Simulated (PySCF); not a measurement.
diantimony (Sb₂), SMILES [Sb]#[Sb].

Coordinates come from a PBE-D3(BJ)/def2-TZVP optimisation. The def2 effective core potentials stand for the cores of Sb; spin–orbit coupling is left out.

All values below come from PySCF 2.14.0 with PBE-D3(BJ)/def2-TZVP.

Frequencies are harmonic and unscaled.

Task: Estimate the vibrational spectrum. (The exact figures need the calculation; the answer reports its results.)

Result: 
```json
[
 {"mode": "1", "ν (cm⁻¹)": "276", "IR (km/mol)": "0.0", "moving atoms (share of kinetic energy)": "Sb 100 %"}
]
```
